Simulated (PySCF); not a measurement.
Ground-state electric properties of a mixed set of molecules.

All values: B3LYP/def2-SVPD (PySCF) at GFN2-xTB geometries, gas phase, one conformer each. Core orbitals are frozen in the response; Δα² is half the sum of the squared differences of the principal polarisabilities.

(1) Rank by polarisability anisotropy Δα, highest first.
A. `[F:1][CH2:2][SiH2:3][CH2:4][O:5][C:6]([F:7])([F:8])[F:9]` with F1–C2–Si3–C4 -164°, C2–Si3–C4–O5 -39°, Si3–C4–O5–C6 -73°
B. 2,3-dihydrofuran (`C1=COCC1`)
C. `[OH:1][CH2:2][C:3]1=[CH:4][O:5][C:6]1=[S:7]` with H–O1–C2–C3 -60°, O1–C2–C3–C4 -7°
D. `[CH:1]#[C:2][Si@H:3]([SiH3:4])[O:5][SiH2:6][Cl:7]` with C2–Si3–O5–Si6 72°, Si3–O5–Si6–Cl7 37°
E. `[SiH3:1][C:2]#[C:3][SiH2:4][O:5][SiH2:6][Cl:7]` with C3–Si4–O5–Si6 7°, Si4–O5–Si6–Cl7 -27°
F. `[CH:1]#[C:2][Si@@H:3]([Cl:4])[SiH2:5][O:6][SiH3:7]` with C2–Si3–Si5–O6 64°, Si3–Si5–O6–Si7 -49°

(2) Rank by dipole moment, lowest first.
A. `[SiH3:1][C:2]#[C:3][SiH2:4][O:5][SiH2:6][Cl:7]` with C3–Si4–O5–Si6 7°, Si4–O5–Si6–Cl7 -27°
B. `[OH:1][CH2:2][C:3]1=[CH:4][O:5][C:6]1=[S:7]` with H–O1–C2–C3 -60°, O1–C2–C3–C4 -7°
C. `[CH:1]#[C:2][Si@H:3]([SiH3:4])[O:5][SiH2:6][Cl:7]` with C2–Si3–O5–Si6 72°, Si3–O5–Si6–Cl7 37°
D. 2,3-dihydrofuran, `C1=COCC1`
E. `[CH:1]#[C:2][Si@@H:3]([Cl:4])[SiH2:5][O:6][SiH3:7]` with C2–Si3–Si5–O6 64°, Si3–Si5–O6–Si7 -49°

Results:

(1) E (7.53 Å³), C (6.71 Å³), F (4.44 Å³), D (3.74 Å³), B (2.28 Å³), A (1.78 Å³).

(2) A (0.69 D), C (1.03 D), D (1.26 D), E (1.82 D), B (2.28 D).

All values together:

| SMILES | formula | μ (D) | HOMO (eV) | LUMO (eV) | α (Å³) | Δα (Å³) | electrons | α per electron (Å³) |
| --- | --- | --- | --- | --- | --- | --- | --- | --- |
| FC[SiH2]COC(F)(F)F | C3H6F4OSi | 2.32 | -8.51 | -0.23 | 10.54 | 1.78 | 82 | 0.129 |
| OCC1=COC1=S | C4H4O2S | 2.28 | -7.08 | -3.06 | 11.40 | 6.71 | 60 | 0.190 |
| C#C[Si@H]([SiH3])O[SiH2]Cl | C2H7ClOSi3 | 1.03 | -7.87 | -1.11 | 17.25 | 3.74 | 86 | 0.201 |
| C#C[Si@@H](Cl)[SiH2]O[SiH3] | C2H7ClOSi3 | 1.82 | -7.74 | -1.48 | 17.34 | 4.44 | 86 | 0.202 |
| [SiH3]C#C[SiH2]O[SiH2]Cl | C2H7ClOSi3 | 0.69 | -7.98 | -1.13 | 17.12 | 7.53 | 86 | 0.199 |
| C1=COCC1 | C4H6O | 1.26 | -5.95 | 0.51 | 7.26 | 2.28 | 38 | 0.191 |

Conformers: `[F:1][CH2:2][SiH2:3][CH2:4][O:5][C:6]([F:7])([F:8])[F:9]` with F1–C2–Si3–C4 -164°, C2–Si3–C4–O5 -39°, Si3–C4–O5–C6 -73°; `[OH:1][CH2:2][C:3]1=[CH:4][O:5][C:6]1=[S:7]` with H–O1–C2–C3 -60°, O1–C2–C3–C4 -7°; `[CH:1]#[C:2][Si@H:3]([SiH3:4])[O:5][SiH2:6][Cl:7]` with C2–Si3–O5–Si6 72°, Si3–O5–Si6–Cl7 37°; `[CH:1]#[C:2][Si@@H:3]([Cl:4])[SiH2:5][O:6][SiH3:7]` with C2–Si3–Si5–O6 64°, Si3–Si5–O6–Si7 -49°; `[SiH3:1][C:2]#[C:3][SiH2:4][O:5][SiH2:6][Cl:7]` with C3–Si4–O5–Si6 7°, Si4–O5–Si6–Cl7 -27°.

Question: How closely does the mean polarisability follow the number of electrons in this set?

Answer: The correlation coefficient is 0.85; α per electron runs from 0.129 to 0.202 Å³.
